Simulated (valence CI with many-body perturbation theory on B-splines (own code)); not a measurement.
**C⁺: what the settings do**

Method: configuration interaction combined with many-body perturbation theory (CI+MBPT): three valence electrons over a frozen Dirac-Fock core [He], a basis of 6 s, 6 p, 5 d, 3 f, 1 g functions for each j, with the one-electron correlation potential Σ1, the two-electron term Σ2, the three-electron term Σ3, Breit, model QED; selected CI, second order for the rest, scaled by the run's own slope (own B-spline code, finite nucleus).

Against 25 measured levels this calculation errs by 131 cm⁻¹ on average and by 290 at most.

The reference run has the lowest level 2s²2p ²P°_1/2 and an ionisation energy of 24.3616 eV. Its largest variational space holds 5452 state functions.

Changed runs:
A. correlating orbitals by l 3 3 3 2 1 → 6 2 2 0 2; hole-hole ladder in Σ2 on → off
B. factor on the speed of light 1 → 100; QED terms on → off
C. hole-hole ladder in Σ2 on → off
D. cutoff of virtual states (hartree) 300 → 2.67 (bad on purpose)

Excitation energies of the reference run in cm⁻¹, and shifts in cm⁻¹:

| Level | Reference | A | C | D |
| --- | --- | --- | --- | --- |
| 2s²2p ²P°_3/2 | 63.1 | 0 | 0 | -2.3 |
| 2s2p² ⁴P_1/2 | 42857 | -387 | -18 | -62 |
| 2s2p² ⁴P_3/2 | 42879 | -387 | -18 | -63 |
| 2s2p² ⁴P_5/2 | 42908 | -387 | -18 | -64 |
| 2s2p² ²D_5/2 | 75068 | +815 | -18 | +309 |
| 2s2p² ²D_3/2 | 75071 | +815 | -18 | +310 |
| 2s2p² ²S_1/2 | 96784 | +751 | -11 | +251 |
| 2s2p² ²P_1/2 | 110885 | +801 | -18 | +534 |
| 2s2p² ²P_3/2 | 110926 | +801 | -18 | +532 |
| 2s²3s ²S_1/2 | 116482 | -372 | +6.8 | -653 |
| 2s²3p ²P°_1/2 | 131623 | -551 | +1.5 | -800 |
| 2s²3p ²P°_3/2 | 131634 | -551 | +1.5 | -800 |
| Ionisation energy (eV) | 24.3616 | -0.0788 | +0.00029 | -0.1125 |

Run B ends with another lowest level, 2s²2p ²P°_3/2, and an ionisation energy of 24.3605 eV.
